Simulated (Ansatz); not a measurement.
`Cl[SiH2][GeH2][Cl]` → `[Cl][GeH]` + `[SiH3]Cl`  (germylene formation by 1,1-elimination)

Program: Ansatz. Geometries: PBE0-D4/def2-TZVP. ΔE: electronic, gas phase. CCSD(T)/CBS is the MP2 limit (def2-TZVPP, def2-QZVPP) plus CCSD(T) − MP2 in def2-TZVPP, frozen cores. This one scheme is used for every species. DFT in def2-TZVPP. For Ge outer-core shells are correlated without core-valence functions, which leaves a few kJ/mol of doubt a bond. Scalar relativity is left out up to krypton. Each species was taken in one conformer, which may not be the lowest.

`Cl[SiH2][GeH2][Cl]`:

```xyz
8

Cl   -1.824   -1.859    0.164
Si   -0.875   -0.307   -0.788
Ge    1.006    0.348    0.520
Cl    0.214    1.079    2.395
H    -0.444   -0.772   -2.130
H    -1.823    0.824   -0.923
H     1.943   -0.820    0.863
H     1.802    1.507   -0.101
```

`[Cl][GeH]`:

Cartesian coordinates in Å:
```
Cl 0.845 -0.618 1.186
Ge -0.690 -0.405 -0.351
H -0.155 1.023 -0.835
```

`[SiH3]Cl`:

Z-matrix (Å, degrees):
```
Si
Cl 1 2.054
H 1 1.481 2 108.5
H 1 1.481 2 108.5 3 -120.0
H 1 1.481 2 108.5 3 120.0
```

| level | ΔE (kJ/mol) |
| --- | --- |
| BLYP-D4 | 94.0 |
| HF/def2-QZVPP | 95.7 |

Q: What does CCSD(T)/CBS give? (Estimate.)

A: The calculation gave: +124.4 kJ/mol. The listed levels differ from it by -30.4, -28.7 kJ/mol.

Largest T1 diagnostic among the species: 0.013.

In def2-TZVPP, CCSD(T) changes the Hartree–Fock value by +33.0 kJ/mol (the triples alone add +3.8 kJ/mol) and MP2 by +44.3 kJ/mol. Leaving LDA and LC-ωPBE aside and taking each functional with its dispersion term where it has one, the values, not all of them listed here, spread over 50.7 kJ/mol, from BLYP-D4 to PBE-QIDH. LDA lies +40.4 kJ/mol from PBE without D4.
